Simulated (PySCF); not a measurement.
# C7H12SSi: core ionisation energies

C₇H₁₂SSi.
SMILES with atom numbers: `[CH:1]#[C:2]/[C:3]([CH2:4][CH3:5])=[C:6](/[CH3:7])[S:8][SiH3:9]`

Computed with PySCF 2.14.0, delta-SCF UKS SCAN, pcX-2 on the ionised atom, pcseg-1 elsewhere, spin-free X2C. Vertical ΔSCF values, vacuum level as zero.

Task: What binding energy does each computed site have?

Result: 
```csv
atom(s),environment,level,binding energy (eV),2p1/2 (eV),above the level's lowest (eV),count
C1,terminal alkyne carbon,C 1s,289.69,–,0.00,1
C2,alkyne carbon,C 1s,290.37,–,+0.68,1
C3,fully substituted alkene carbon,C 1s,290.71,–,+1.02,1
C4,allylic carbon,C 1s,290.73,–,+1.04,1
C5,methyl carbon,C 1s,290.55,–,+0.86,1
C6,fully substituted alkene carbon,C 1s,290.67,–,+0.98,1
C7,allylic carbon,C 1s,290.79,–,+1.10,1
S8,sulfur bonded to C and Si,S 1s,2476.41,–,0.00,1
Si9,SiH3 silicon,Si 2p3/2,106.83,107.46,0.00,1
Si9,SiH3 silicon,Si 1s,1846.65,–,0.00,1
```

The listed C 1s values span 1.10 eV, from C1 (bonded to C (triple bond) and H) to C7 (bonded to C and 3 H). The values 290.67, 290.71 and 290.73 eV lie too close for their order to be trusted.

Task: Which photon energy gives electrons from C 1s of C7 a kinetic energy of 200 eV, and what is their de Broglie wavelength?

Result: hν = 290.79 + 200 = 490.79 eV, recoil neglected; λ = 12.264 Å/√(E/eV) = 0.87 Å.

Not every level is listed. Spin contamination (⟨S²⟩ against 0.75 for a pure doublet) is marked for C 1s of C2 (0.93), which makes this value less certain. Spin–orbit and ligand-field terms were added within each 2p shell after the spin-free SCF. 2p1/2 minus 2p3/2 (ligand field included): Si 0.62 eV. One conformer (not necessarily the lowest) at the PBE0-D3(BJ)/def2-SVP geometry, without solvent, vibrations or thermal averaging.

Shape of the structure used: `[CH:1]#[C:2]/[C:3]([CH2:4][CH3:5])=[C:6](/[CH3:7])[S:8][SiH3:9]`: C2–C3–C4–C5 -80°, C3–C6–S8–Si9 -82°.
